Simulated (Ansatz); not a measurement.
`BN(B)CC=C` + HBr → `C=CBr` + `BN(B)C` at 298.15 K and 1 bar (substitution at a C–C bond).

Isolated molecules relaxed with PBE0-D4/def2-TZVP in Ansatz; ΔE leaves out vibrations. CBS: MP2 limit from def2 TZ/QZ plus the TZ coupled-cluster correction, frozen cores. This one scheme is used for every species. For Br outer-core shells are correlated without core-valence functions, which leaves a few kJ/mol of doubt a bond. Scalar relativity is left out up to krypton. One conformer a species, not always the lowest.

```tsv
species	CCSD(T)/CBS energy (Eh)	H − E (kJ/mol)	S (J/(mol·K))
`BN(B)CC=C`	-223.88296	341.3	344.7
HBr	-2573.91920	24.6	198.6
`C=CBr`	-2651.19815	122.9	275.0
`BN(B)C`	-146.59307	248.1	306.3
```

H − E and S are ideal-gas, rigid-rotor, harmonic terms from PBE0-D4/def2-TZVP, for one conformer and one mirror image of each species. 1 Eh = 2625.50 kJ/mol, R = 8.31446 J/(mol·K).

Problem. By hand: ΔE, ΔH, ΔS and ΔG.

Solution. ΔE = (-2651.19815) + (-146.59307) − (-223.88296) − (-2573.91920) = 0.01094 Eh = 28.7 kJ/mol. Δ(H − E) = 122.9 + 248.1 − 341.3 − 24.6 = 5.1, so ΔH = 33.8 kJ/mol. ΔS = 275.0 + 306.3 − 344.7 − 198.6 = 38.0 J/(mol·K). ΔG = 33.8 − 298.15 × (38.0)/1000 = 22.5 kJ/mol.

Problem. By hand: the equilibrium constant, and the temperature at which ΔG would vanish if ΔH and ΔS stayed fixed.

Solution. log₁₀ K = −ΔG/(RT ln 10) = -3.9. ΔG = 0 at ΔH/ΔS = 889 K.

TΔS isn't small against ΔH here. A doubt of 5 kJ/mol in ΔE shifts log₁₀ K by 0.9 here. Other conformers and mirror images would add mixing entropy, several J/(mol·K) or more a flexible species. Modes under 60 cm⁻¹, often nearly free rotors, make the harmonic entropy too high. These are equilibria of isolated gas molecules and say nothing of rates. Largest T1 diagnostic: 0.012 (customary marks: 0.02 for closed shells, 0.045 for open ones).
